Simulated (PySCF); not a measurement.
**Titanium: a sound run and one with changed settings**

Sound run: Ti⁺ [Ar] 3d2 4s1, Ti²⁺ [Ar] 3d2. All numbers are calculated (PySCF 2.14, the spin-free X2C one-electron Hamiltonian (Gaussian nucleus), in cc-pVTZ-DK). In the sound run the correlated levels freeze [Ar]. The sound run starts from symmetry-adapted Hartree-Fock orbitals and uses a fine grid where one is needed.

Changed run: no relativity, point nucleus. This setting is unsound on purpose.

| species | method | sound run (hartree) | changed run (hartree) | converged |
| --- | --- | --- | --- | --- |
| Ti⁺ | UHF | -852.54329 | -846.51504 | yes |
| Ti⁺ | B3LYP | -853.49072 | -847.46539 | yes |
| Ti⁺ | LDA | -851.35791 | -845.33570 | yes |
| Ti⁺ | MP2 | -852.55438 | -846.52593 | yes |
| Ti²⁺ | UHF | -852.06777 | -846.04369 | yes |
| Ti²⁺ | B3LYP | -852.97774 | -846.95723 | yes |
| Ti²⁺ | LDA | -850.83553 | -844.81859 | yes |
| Ti²⁺ | MP2 | -852.07225 | -846.04814 | yes |

Ionisation energy of Ti⁺:

| method | sound run (eV) | changed run (eV) |
| --- | --- | --- |
| UHF | 12.940 | 12.826 |
| B3LYP | 13.959 | 13.828 |
| LDA | 14.215 | 14.071 |
| MP2 | 13.119 | 13.001 |
| SCS-MP2 | 13.000 | 12.884 |

Most of the change in total energy is the relativistic energy itself. On top of that the contraction fixes the core shape for the Hamiltonian it was made with, so the changed run is not a good calculation with the other Hamiltonian either.

For comparison, NIST gives 13.575 eV between the lowest levels.
